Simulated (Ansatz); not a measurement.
A single Zn atom.

RHF-MP2 on singlet Zn was run in several spherical basis sets with Ansatz (development build ahead of 0.2.0). Frozen core: 5 orbitals.

Q: Rank the basis sets by the total energy that they give, lowest first, with the distance from the lowest.
A. def2-SVP
B. STO-3G
C. cc-pVTZ
D. cc-pVDZ
E. 6-31G(d)
F. 6-31G
G. def2-TZVP

A: C (0.00 eV), D (6.96 eV), G (7.29 eV), A (22.22 eV), E (26.19 eV), F (27.49 eV), B (585.40 eV).

Totals follow the description of the cores as much as that of the bonds, so this order isn't one of quality for chemistry.
